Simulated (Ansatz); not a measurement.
A nudged elastic band was laid between two geometries of CH₆AlGa (9 atoms, charge 0, multiplicity 1).

Computed with Ansatz 0.2.0, RKS PBE-D4/def2-SVP.

- movable images: 5
- climbing image: yes
- spring: 5.0 eV/Å²
- optimiser: quadratic models (default)
- start path: IDPP
- force threshold: 0.05 eV/Å
- iteration limit: 60
- end points: relaxed

Initial state:

```xyz
9
Properties=species:S:1:pos:R:3
C -1.076 1.131 0.131
Ga 2.016 -2.106 -0.249
Al 0.275 -0.282 -0.033
H -0.603 2.116 0.325
H -1.676 1.220 -0.798
H -1.775 0.921 0.967
H 1.517 -0.373 -1.190
H -0.010 -1.935 -0.306
H 1.420 -0.739 1.136
```

Final state:

```xyz
9
Properties=species:S:1:pos:R:3
C -1.365 1.442 0.179
Ga -0.356 -0.234 0.568
Al 1.503 -1.709 -0.088
H -0.697 2.319 0.307
H -1.727 1.436 -0.870
H -2.233 1.553 0.860
H 1.133 -0.286 -0.951
H 1.031 -3.030 -0.856
H 2.799 -1.538 0.834
```

Task: Which bonds break or form, and what moves?

Result: Bonds broken: C1–Al3. Bonds formed: C1–Ga2.

Task: Give the energies along the band, and the barrier.

Result: The forces met the threshold. The highest image is number 4 of 0 to 6, 175.9 kJ/mol above the first end and 89.0 kJ/mol above the last; the last end lies 86.8 kJ/mol above the first. Neighbouring images differ by up to 1.2 eV, so the band resolves the path poorly. A vibrational analysis at the climbing image gives 2 clearly imaginary modes (96i, 41i cm⁻¹): a point of higher order, so a lower path passes nearby. The orbitals stay closed-shell, which can raise the energy where a bond breaks towards radicals; this wasn't checked here.

```tsv
image	path coordinate (Å)	energy (kJ/mol)	C1–Al3 (Å)	C1–Ga2 (Å)
0	0.00	0.0	1.96	4.49
1	1.88	23.0	1.97	4.18
2	3.76	44.4	2.10	2.64
3	5.64	161.9	3.25	2.12
4	7.51	175.9	4.26	2.07
5	9.50	98.5	4.15	2.00
6	11.49	86.8	4.27	1.99
```

Task: What is the geometry of the highest image?

Result: 
```xyz
9
Properties=species:S:1:pos:R:3
C 0.361 1.830 -0.480
Ga 1.917 0.630 0.159
Al -0.606 -2.196 0.528
H 0.685 2.893 -0.509
H 0.008 1.556 -1.499
H -0.520 1.768 0.199
H 0.454 -1.143 -0.087
H -2.168 -1.970 0.279
H -0.043 -3.414 1.393
```

Time of the run: 7.1 min on 1 thread of Arm Neoverse V1, on a shared host, peak memory 0.28 GiB.
